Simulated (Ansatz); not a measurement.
hydrogen chloride (HCl), singlet, at a GFN2-xTB geometry. Base run: Ansatz (a quantum-chemistry and plane-wave program) with MP2/6-31G.

Here is a job for Ansatz.
Ansatz 0.2 input:
```yaml
crystal:
  periodic: [false, false, false]
  atoms:
    - {symbol: Cl, position_ang: [-0.00000000, -0.00000000, -0.07094563]}
    - {symbol: H, position_ang: [0.00000000, 0.00000000, 1.20607566]}
basis:
  gaussian:
    orbitals: 6-31G
magnetization: {spin_polarized: false}
correlation: {method: mp2}
```

The base run was repeated with changes; each row names its change, and settings that it needs were set with it.

```csv
change,ΔE vs base (mEh),MP2 correlation (Eh),basis functions
base,0.000,-0.04798,15
method = ccsd_t,-9.982,-0.04798,15
"fitting = cc-pVTZ-JKFIT (mean field), cc-pVTZ-RIFIT (correlation)",0.004,-0.04797,15
reference functional = pbe0,1.139,-,15
electrons = all,-2.627,-0.05060,15
accuracy = high,-0.003,-0.04798,15
electrons = outside_noble_gas,0.000,-0.04798,15
lower_state_search = off,0.000,-0.04798,15
method = bccd_t,-9.982,-0.04798,15
method = ccsd,-9.541,-0.04798,15
```
